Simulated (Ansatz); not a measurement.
Gas-phase electronic energies from Ansatz, PBE0-D4/def2-TZVP geometries. CCSD(T)/CBS is the MP2 limit (def2-TZVPP, def2-QZVPP) plus CCSD(T) − MP2 in def2-TZVPP, frozen cores. Functionals use def2-TZVPP. For Ge outer-core shells are correlated without core-valence functions, which leaves a few kJ/mol of doubt a bond. Scalar relativity is left out up to krypton. One conformer a species, not always the lowest.

Consider the ligand exchange at the Si–C bond: `O[SiH](O)C[SiH](Cl)Cl` + `[OH][GeH3]` → `Cl[SiH](Cl)[O][GeH3]` + `C[SiH](O)O`.

`O[SiH](O)C[SiH](Cl)Cl`:

```xyz
13

O     1.900    0.644    0.031
Si    0.962   -0.395    0.895
O     1.072   -1.947    0.386
C    -0.757    0.295    0.680
Si   -1.221    0.692   -1.061
Cl   -0.872   -0.954   -2.258
Cl   -3.219    1.131   -1.192
H     2.844    0.483   -0.002
H     1.381   -0.446    2.314
H     0.722   -2.137   -0.489
H    -1.484   -0.414    1.088
H    -0.846    1.225    1.255
H    -0.482    1.823   -1.646
```

`[OH][GeH3]`:

Z-matrix (Å, degrees):
```
Ge
O 1 1.783
H 1 1.531 2 104.3
H 1 1.541 2 109.9 3 119.6
H 1 1.541 2 109.9 3 -119.6
H 2 0.959 1 112.7 3 180.0
```

`Cl[SiH](Cl)[O][GeH3]`:

Cartesian coordinates in Å:
```
Cl 0.725 2.387 0.731
Si 0.622 1.100 -0.859
Cl 2.473 0.264 -1.092
O -0.485 -0.030 -0.594
Ge -0.835 -1.182 0.734
H 0.290 1.863 -2.070
H 0.479 -1.483 1.464
H -1.859 -0.501 1.648
H -1.411 -2.418 0.038
```

`C[SiH](O)O`:

Cartesian coordinates in Å:
```
C -0.359 0.849 0.995
Si 0.459 -0.218 -0.279
O -0.019 -1.754 0.071
O 0.071 0.217 -1.819
H -1.446 0.736 0.960
H -0.028 0.571 1.998
H -0.118 1.902 0.833
H 1.939 -0.110 -0.262
H 0.361 -2.461 -0.453
H -0.860 0.268 -2.044
```

```
             level  ΔE (kJ/mol)
            PBE-D4        -93.7
           PBE0-D4        -98.2
               PBE        -98.1
   CCSD/def2-TZVPP       -111.9
CCSD(T)/def2-TZVPP       -108.2
     HF/def2-QZVPP       -135.2
SCS-MP2/def2-QZVPP       -113.3
      HF/CBS(def2)       -135.5
```

**Question.** What does CCSD(T)/CBS give? (Best estimate.)

**Answer.** The calculation gave: -107.7 kJ/mol. The listed levels differ from it by 14.0, 9.5, 9.6, -4.2, -0.5, -27.5, -5.6, -27.8 kJ/mol.

Largest T1 diagnostic among the species: 0.011.

From PBE to PBE0 (25 % exact exchange), in def2-TZVPP and without D4, ΔE moves by −4.1 kJ/mol. In def2-TZVPP, CCSD(T) changes the Hartree–Fock value by +25.0 kJ/mol (the triples alone add +3.7 kJ/mol) and MP2 by +25.6 kJ/mol.
